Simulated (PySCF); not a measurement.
C4H7NSi.
Structure used (GFN2-xTB), in Å, numbered top down from 1:
```
atom  x, y, z in Å
C1    -0.8116    2.8803    0.0569
C2    -0.4841    1.7379    0.2337
Si3   -0.0099   -0.0284    0.5337
C4    -1.5078   -1.1639    0.2799
N5     1.0488   -0.3743   -0.7879
C6     2.2306   -0.7525   -0.8906
H7    -1.0975    3.8805   -0.1029
H8     0.5242   -0.1448    1.9028
H9    -1.8668   -1.1065   -0.7428
H10   -1.2704   -2.2022    0.4921
H11   -2.3206   -0.8681    0.9355
H12    2.9005   -0.9575   -0.0488
H13    2.6601   -0.9000   -1.8794
```

Level of theory: PBE0/def2-SVPD in PySCF (dipole) on a GFN2-xTB geometry, gas phase.

Masses are those of the commonest isotopes; rigid-rotor values at the optimised geometry. The values belong to one conformer with, in the numbering `[CH:1]#[C:2][Si@@H:3]([CH3:4])[N:5]=[CH2:6]`, C2–Si3–N5–C6 122°.

Task: What are A, B and C (GHz)?

Result: Ia = 136.59, Ib = 236.82, Ic = 337.91 u·Å²; 505379 MHz·u·Å²/I gives 3700, 2134 and 1496 MHz, that is A = 3.7001, B = 2.1340, C = 1.4956 GHz.

Task: What kind of rotor is it?

Result: An asymmetric top. Ray's parameter κ = (2B − A − C)/(A − C) = -0.421; −1 is the prolate and +1 the oblate limit.

Task: Is it planar, by Δ = Ic − Ia − Ib?

Result: Not planar: Δ = Ic − Ia − Ib = -35.50 u·Å². For a rigid frame Δ = −2 Σ m c², so Σ m c² = 17.75 u·Å² lies off the ab plane: 7.67 from hydrogen and 10.08 from heavier atoms. The atom farthest from that plane is 1.92 Å away.

Task: Give the other two planar moments, Paa and Pbb, and the rms extents of the mass along the axes.

Result: Paa = Σ m a² = (Ib + Ic − Ia)/2 = 219.07 and Pbb = Σ m b² = (Ia + Ic − Ib)/2 = 118.84 u·Å². With the mass M = 97.03 u, the rms extents √(P/M) along a, b and c are 1.50, 1.11, 0.43 Å.

Task: Which lines would a microwave search look for?

Result: The dipole components are |μa| = 0.85 D, |μb| = 0.05 D, |μc| = 0.61 D. Intensities carry the squares of the components, which stand as 1.00 : 0.00 : 0.52 (a : b : c). Some of the stronger lines:

```csv
type,branch,"J(Ka,Kc)",MHz,lower level (cm⁻¹)
c,Q,"2(1,2) ← 2(0,2)",1086,0.358
a,Q,"2(1,1) ← 2(1,2)",1915,0.394
a,R,"1(0,1) ← 0(0,0)",3630,0.000
c,Q,"3(2,2) ← 3(1,2)",3856,0.849
c,R,"1(1,0) ← 0(0,0)",5834,0.000
a,R,"2(1,1) ← 1(1,0)",7898,0.195
a,R,"3(1,3) ← 2(1,2)",9842,0.394
a,R,"3(1,2) ← 2(1,1)",11731,0.458
c,R,"2(2,0) ← 1(1,0)",12755,0.195
c,R,"2(2,1) ← 1(1,1)",13234,0.173
c,R,"3(2,2) ← 2(1,2)",17502,0.394
c,R,"3(3,1) ← 2(2,1)",20405,0.615
```

Whether it is a minimum is left open (no frequencies). These are rigid-rotor constants of the computed structure; measured ground-state constants (B0) also hold zero-point vibration. A rigid rotor knows nothing of internal rotation, which can split or shift real lines. Quadrupole hyperfine structure (14N) is left out.
